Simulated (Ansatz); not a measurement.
Steps of a relaxation of CH$_{6}$ClFSi$_{2}$, SMILES `C[SiH2][SiH](F)Cl` with RKS PBE-D4/def2-SVP.

```sh
$ ansatz run in.yaml --threads 4 --pin off --events-out ev --progress --plain --max-ram 10444MiB
```

```yaml
crystal:
  periodic: [false, false, false]
  atoms:
    - {symbol: C, position_ang: [-1.104800, 0.124200, -1.209500]}
    - {symbol: Si, position_ang: [0.032700, -0.875400, -0.265300]}
    - {symbol: Si, position_ang: [0.963500, 0.393600, 1.395200]}
    - {symbol: F, position_ang: [-0.055400, 0.971300, 2.397600]}
    - {symbol: Cl, position_ang: [2.024800, 1.970500, 0.592200]}
    - {symbol: H, position_ang: [-0.652900, 1.039600, -1.688300]}
    - {symbol: H, position_ang: [-1.924200, 0.559200, -0.576100]}
    - {symbol: H, position_ang: [-1.586500, -0.394800, -2.026600]}
    - {symbol: H, position_ang: [1.082600, -1.390900, -1.143300]}
    - {symbol: H, position_ang: [-0.678100, -2.047800, 0.327400]}
    - {symbol: H, position_ang: [1.963700, -0.406500, 2.217400]}
basis:
  gaussian: {orbitals: def2-SVP}
hamiltonian: {xc: pbe, dispersion: d4}
relax: {f_tol: 0.03, max_steps: 200}
```

Positions (Å) and forces (eV/Å) along the path, 9 of 9 steps:

```xyz
11
step=1 energy=-32103.0371 eV
C    -1.105    0.124   -1.210   -1.492    2.722   -0.746
Si    0.033   -0.875   -0.265    0.418   -0.913    0.740
Si    0.964    0.394    1.395    3.363   -1.829   -1.456
F    -0.055    0.971    2.398   -2.847    1.519    2.472
Cl    2.025    1.970    0.592    0.113    0.334   -0.296
H    -0.653    1.040   -1.688    0.131   -0.496    0.313
H    -1.924    0.559   -0.576    0.234   -0.331   -0.111
H    -1.587   -0.395   -2.027   -0.438   -0.642   -0.644
H     1.083   -1.391   -1.143    0.732   -0.300   -0.354
H    -0.678   -2.048    0.327   -0.074   -0.205    0.200
H     1.964   -0.406    2.217   -0.140    0.141   -0.120
11
step=2 energy=-32103.3539 eV
C    -1.174    0.158   -1.258   -0.747    1.270   -0.412
Si    0.023   -0.835   -0.284    0.662   -0.750    0.675
Si    1.068    0.332    1.461    1.104   -0.610   -1.247
F    -0.092    0.940    2.362   -1.271    0.748    1.245
Cl    2.062    1.932    0.556    0.093    0.011    0.080
H    -0.701    1.054   -1.725    0.045   -0.197    0.133
H    -1.999    0.553   -0.619    0.160   -0.137   -0.015
H    -1.650   -0.406   -2.077   -0.002   -0.269   -0.103
H     1.152   -1.354   -1.118    0.091   -0.112   -0.189
H    -0.656   -2.012    0.368   -0.043   -0.076   -0.052
H     2.033   -0.417    2.355   -0.091    0.122   -0.115
11
step=3 energy=-32103.4573 eV
C    -1.161    0.183   -1.244   -0.258    0.151   -0.300
Si    0.026   -0.915   -0.290    0.105   -0.082    0.229
Si    1.014    0.361    1.436    0.353    0.040   -0.081
F    -0.087    1.023    2.454   -0.139   -0.071   -0.043
Cl    2.037    1.964    0.553   -0.124   -0.137   -0.019
H    -0.641    1.071   -1.663    0.020   -0.082    0.065
H    -1.980    0.549   -0.590    0.061   -0.032    0.026
H    -1.628   -0.370   -2.088    0.057    0.034    0.064
H     1.143   -1.449   -1.159   -0.050    0.096    0.072
H    -0.673   -2.108    0.324    0.013    0.089   -0.029
H     2.016   -0.366    2.288   -0.037   -0.004    0.017
11
step=4 energy=-32103.4704 eV
C    -1.168    0.194   -1.239   -0.075   -0.025   -0.107
Si    0.030   -0.907   -0.279    0.146   -0.052    0.080
Si    1.050    0.352    1.430   -0.233    0.046   -0.071
F    -0.152    0.968    2.379    0.228   -0.052   -0.082
Cl    2.048    1.955    0.527   -0.081   -0.093    0.070
H    -0.637    1.072   -1.658    0.006   -0.007    0.014
H    -1.974    0.561   -0.572    0.027    0.003    0.019
H    -1.640   -0.368   -2.074    0.059    0.046    0.063
H     1.151   -1.430   -1.147   -0.080    0.025   -0.003
H    -0.673   -2.094    0.336    0.013    0.054   -0.019
H     2.030   -0.359    2.319   -0.010    0.056    0.036
11
step=5 energy=-32103.4753 eV
C    -1.165    0.192   -1.241   -0.053    0.027   -0.044
Si    0.031   -0.909   -0.279    0.040   -0.040    0.028
Si    1.040    0.348    1.428   -0.055    0.031    0.026
F    -0.134    0.976    2.395    0.072   -0.040   -0.045
Cl    2.032    1.946    0.525   -0.026   -0.010   -0.007
H    -0.633    1.072   -1.654    0.014   -0.005    0.013
H    -1.972    0.557   -0.575    0.015    0.000    0.009
H    -1.631   -0.364   -2.080    0.027    0.005    0.020
H     1.144   -1.430   -1.153   -0.020    0.005   -0.003
H    -0.674   -2.092    0.337   -0.003    0.012   -0.010
H     2.029   -0.353    2.316   -0.011    0.015    0.014
11
step=6 energy=-32103.4764 eV
C    -1.161    0.194   -1.238   -0.016    0.014   -0.005
Si    0.032   -0.915   -0.277   -0.002   -0.013   -0.004
Si    1.037    0.347    1.425   -0.007    0.000    0.042
F    -0.134    0.972    2.394    0.017   -0.017   -0.020
Cl    2.017    1.945    0.514   -0.008    0.013   -0.021
H    -0.624    1.074   -1.644    0.011    0.001    0.007
H    -1.967    0.558   -0.570    0.005    0.002    0.003
H    -1.624   -0.357   -2.080    0.007   -0.002    0.000
H     1.140   -1.435   -1.156    0.000   -0.004   -0.004
H    -0.677   -2.095    0.336   -0.007   -0.002   -0.004
H     2.028   -0.345    2.317    0.001    0.008    0.006
11
step=7 energy=-32103.4776 eV
C    -1.153    0.199   -1.230    0.032   -0.019    0.027
Si    0.032   -0.927   -0.277   -0.028    0.013   -0.023
Si    1.033    0.343    1.421    0.018   -0.020    0.032
F    -0.141    0.963    2.387   -0.022    0.002    0.004
Cl    1.989    1.945    0.490    0.005    0.020   -0.019
H    -0.605    1.079   -1.624    0.000    0.003    0.000
H    -1.957    0.561   -0.560   -0.006    0.006   -0.004
H    -1.615   -0.342   -2.079   -0.010    0.004   -0.011
H     1.134   -1.449   -1.162    0.009   -0.006    0.001
H    -0.685   -2.103    0.332   -0.009   -0.007    0.000
H     2.032   -0.326    2.321    0.011    0.005   -0.005
11
step=8 energy=-32103.4781 eV
C    -1.148    0.201   -1.229    0.028    0.001    0.014
Si    0.031   -0.930   -0.275   -0.020   -0.009   -0.012
Si    1.034    0.341    1.422   -0.001   -0.013    0.012
F    -0.143    0.953    2.391   -0.010    0.000    0.008
Cl    1.969    1.950    0.481    0.006    0.012   -0.009
H    -0.594    1.077   -1.621   -0.003    0.005   -0.002
H    -1.950    0.569   -0.559   -0.005    0.002   -0.003
H    -1.614   -0.336   -2.080   -0.002   -0.001   -0.001
H     1.133   -1.457   -1.157    0.004   -0.003   -0.001
H    -0.694   -2.105    0.330   -0.001   -0.002    0.004
H     2.043   -0.318    2.319    0.004    0.008   -0.009
11
step=9 energy=-32103.4787 eV
C    -1.135    0.206   -1.226    0.021    0.007   -0.004
Si    0.025   -0.944   -0.272   -0.006   -0.001    0.003
Si    1.029    0.336    1.419    0.007    0.002    0.004
F    -0.149    0.925    2.402    0.008    0.000    0.001
Cl    1.920    1.963    0.460   -0.008   -0.011    0.011
H    -0.564    1.075   -1.610   -0.009   -0.004   -0.001
H    -1.933    0.585   -0.557   -0.004   -0.004   -0.004
H    -1.607   -0.317   -2.082    0.001    0.000    0.006
H     1.127   -1.480   -1.149   -0.005   -0.003   -0.001
H    -0.714   -2.111    0.331    0.006    0.007    0.000
H     2.067   -0.295    2.304   -0.011    0.007   -0.014
```

Hardware: 4 threads of an Arm Neoverse V2 on a shared host. Wall time 11 s, peak host memory 0.16 GiB.
